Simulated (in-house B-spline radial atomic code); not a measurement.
# PBE hybrid excitations of neutral beryllium

Method: PBE hybrid with 0 exact exchange. Computed with a B-spline radial code for spherical atoms: linear response of the closed shell [He] 2s2 with the functional's adiabatic kernel; non-relativistic, point nucleus, no spin-orbit coupling, no double excitations, S, P, D and F terms only.

Command:
```bash
python run_td.py task.json out
```
Settings (radii: box in bohr, nucleus in fm):
```
Z                        4
electrons                4
configuration            [He] 2s2
hamiltonian              nr
method                   pbeh
box_radius               75
exact_exchange_fraction  0
intervals                51
```

Run time, properties included: 0.1 s on 1 thread of Intel(R) Xeon(R) 6975P-C (Granite Rapids) (shared host).

The lowest states, in the order of their Tamm-Dancoff energies; the method's threshold (minus the highest occupied level) is 5.609 eV. Labels give the largest channel, * marks a mixed state, and oscillator strengths are full-response dipole values. Measured ¹D terms are left out, since they can mix with doubly excited terms. Semilocal kernels can invert the small singlet-triplet splittings of Rydberg terms. Energies in eV:

| state | full response | Tamm-Dancoff | oscillator strength | measured (J-weighted term) |
| --- | --- | --- | --- | --- |
| 2s → 2p 3P | ? | ? | - | ? |
| 2s → 2p 1P | ? | ? | ? | ? |
| 2s → 3s 3S | 5.421 | 5.427 | - | 6.457 |

(1) Where does 2s → 2p 3P lie?

(2) Where does 2s → 2p 1P lie?

(3) How large is the singlet-triplet splitting of 2s → 2p (P terms) in Tamm-Dancoff?

(4) What polarisabilities and dispersion coefficient does the method give?

Results:

(1) At 1.892 eV in full response, 2.333 eV in Tamm-Dancoff; measured 2.725 eV.

(2) At 4.890 eV in full response, 5.139 eV in Tamm-Dancoff, oscillator strength 1.3; measured 5.277 eV.

(3) 2.81 eV, from the unrounded values.

(4) Dipole 42.9 bohr³, quadrupole 360.7 bohr⁵, C6 257 hartree·bohr⁶ for two such species. Recommended dipole value: 37.74 ± 0.03 bohr³ (Schwerdtfeger and Nagle, table of static dipole polarizabilities (2023 update)), which includes relativity and correlation.
